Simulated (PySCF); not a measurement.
Compound: C5H10O2S.
Cartesian coordinates in Å at the GFN2-xTB level; atoms count from 1:
```
atom  x, y, z in Å
C1     2.739    0.485   -0.699
C2     1.933   -0.790   -0.455
C3     0.664   -0.487    0.269
C4    -0.556   -0.768   -0.144
S5    -1.955   -0.330    0.879
C6    -2.764    1.002   -0.057
O7    -1.472    0.219    2.118
O8    -2.856   -1.449    0.937
H9     2.181    1.171   -1.332
H10    2.957    0.983    0.242
H11    3.678    0.247   -1.191
H12    1.716   -1.287   -1.402
H13    2.525   -1.471    0.162
H14    0.759    0.024    1.219
H15   -0.809   -1.288   -1.051
H16   -3.609    1.349    0.524
H17   -3.096    0.597   -1.004
H18   -2.044    1.798   -0.194
```

Method used: PySCF, TDDFT PBE0/def2-SVPD, vertical, gas phase, core orbitals frozen in the response.

Transition dipole moments from the ground state, in atomic units and in the frame of the coordinates above (overall signs are arbitrary), for the states with f of 0.002 or more among the lowest 6:

| state | E (eV) | μx | μy | μz |
| --- | --- | --- | --- | --- |
| S1 | 6.000 | -0.167 | -0.050 | 0.088 |
| S2 | 6.417 | 0.378 | -0.084 | -0.125 |
| S3 | 6.958 | -0.742 | -0.033 | 0.031 |
| S4 | 7.170 | 1.460 | 0.049 | -0.115 |
| S5 | 7.315 | -0.568 | -0.041 | 0.067 |
| S6 | 7.569 | 0.142 | 0.104 | 0.102 |

Problem. Work out the oscillator strengths.

Solution. f = (2/3) ΔE |μ|² with ΔE in hartree (27.2114 eV).

```tsv
state	|μ|² (au)	|μ| (D)	f
S1	0.038	0.50	0.006
S2	0.166	1.03	0.026
S3	0.553	1.89	0.094
S4	2.147	3.72	0.377
S5	0.329	1.46	0.059
S6	0.042	0.52	0.008
```

Problem. What angle do the transition dipoles of S2 and S5 make?

Solution. |cos θ| = |μa·μb| / (|μa| |μb|) = 0.94, so θ ≈ 20° (taken between 0 and 90°, since the signs are arbitrary).

Problem. How is the summed strength of these states shared among x, y and z?

Solution. (2/3) Σ ΔE μα² gives 0.556 for x, 0.004 for y and 0.009 for z, 0.570 in all.

Problem. What peak molar absorption coefficient would the strongest computed level give as a lone Gaussian band 0.3 eV wide at half height?

Solution. ε(max) = 2.175×10⁸ f / FWHM, with the width in cm⁻¹. S4: 2.175×10⁸ × 0.3771 / 2420 ≈ 34000 L mol⁻¹ cm⁻¹.

One conformer stands for the species.
